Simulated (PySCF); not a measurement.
Computed Raman spectrum (relative Raman activity) of a molecule C2H6FInO. Geometry optimised at r2SCAN-D4/def2-SVP. The def2 effective core potentials stand for the cores of In; spin–orbit coupling is left out. Other conformers were not sampled. All values below come from PySCF with r2SCAN-D4/def2-SVP. Frequencies are harmonic and unscaled.

| ν (cm⁻¹) | relative intensity |
|---|---|
| 471 | 19 |
| 599 | 6.7 |
| 601 | 2.8 |
| 1050 | 4.8 |
| 1181 | 20 |
| 1390 | 5.5 |
| 1434 | 3.5 |
| 1471 | 7.9 |
| 1476 | 10 |
| 3023 | 100 |
| 3059 | 63 |
| 3107 | 67 |
| 3116 | 66 |
| 3134 | 8.0 |
| 3831 | 53 |

Problem. Which structure fits?
A) CC[O][InH][F]
B) C[CH2][In]([OH])[F]
C) C[O][In]([CH3])[F]

Solution. B, C[CH2][In]([OH])[F]
